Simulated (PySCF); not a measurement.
**Structure elucidation problem**

An unknown has the formula C$_{4}$H$_{4}$F$_{2}$O$_{2}$. Its calculated NMR data are:

$^{1}$H NMR (400 MHz, computed): δ 10.33 (m, 1H), 5.91 (m, 1H), 4.52 (m, 1H), 3.27 (m, 1H).

$^{13}$C{$^{1}$H} NMR (computed): δ 211.3 (CH), 99.9 (CH), 86.1 (CH), 58.3 (CH).

[PySCF 2.14: σ from GIAO-PBE0/pcSseg-1; GFN2-xTB structure; a single conformation; no solvent; relativity neglected]

δ = σ(ref) − σ, references computed at the same level: $^{1}$H (σref 31.72), $^{13}$C (σref 186.93) vs TMS.

Which candidate is it?
A. O=C[C@@H](F)[C@@H]1O[C@H]1F
B. O=C(F)CCC(=O)F
C. CC(F)(F)OC=C=O
D. O=C1C[C@H](C(F)F)O1

Results:

A. 

- Rings plus π bonds: 2 (1 ring in the answer).
- 4 carbon signals for 4 carbons: no two carbons are equivalent.
- Carbon types of the structure: 4 × CH, which accounts for all hydrogens.
- δC 211.3: aldehyde carbonyl carbon; the double bond to the heteroatom, with no lone-pair donor beside it, deshields it most.
- δC 99.9: sp3 CH bonded to F, α to a carbonyl; pulled downfield by the heteroatom.
- δC 86.1, 58.3: epoxide ring carbon.
- δH 10.33: hydrogen on an aldehyde carbonyl carbon; the C=O anisotropy and electron withdrawal place aldehyde protons far downfield.
- δH 4.52: hydrogen on an sp3 CH bonded to F, α to a carbonyl; its carbon carries F, an electronegative neighbour.

The others: O=C(F)CCC(=O)F would give 2 carbon signals, not 4; O=C1C[C@H](C(F)F)O1 has carbons computed at 169.4, 119.7, 70.0, 41.0, with a different DEPT pattern; CC(F)(F)OC=C=O would give 2 signals for carbon-bound and other non-exchanging H, not 4.

Splittings by $^{19}$F in the carbon and heteronuclear signals aren't shown, as no couplings were computed. Shifts are as computed. Against solution values, carbons near 30 ppm lie about +3 ppm off and those near 130 ppm about +5 ppm. Of 1309 compounds with measured shifts, 239 miss one by over three times the rms of a fit or turn the order of signals round; such compounds aren't used in these exercises. Multiplicities follow the n + 1 count of equivalent neighbours, as no J values were calculated; m marks all less simple cases, F and P coupling included.
